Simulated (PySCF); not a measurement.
**Correlation energy of Cl (chlorine, neutral)**

[Ne] 3s1 3p6, 2S determinant (an excited configuration). All numbers are calculated (PySCF 2.14, the non-relativistic Hamiltonian (point nucleus), in def2-QZVPPD (10s7p5d2f1g, 79 functions)). Frozen: [Ne]; 7 electrons correlated.

| level | correlation energy (mhartree) |
| --- | --- |
| CCSD | -338.11 |
| (T) | -45.93 |
| CCSD(T) | -384.04 |

Diagnostics: T1 = 0.024, D1 = 0.0502, largest double amplitude 0.181.

Problem. Is a single reference adequate?

Solution. Not fully. A double-excitation amplitude exceeds 0.15, a sign of near-degeneracy.
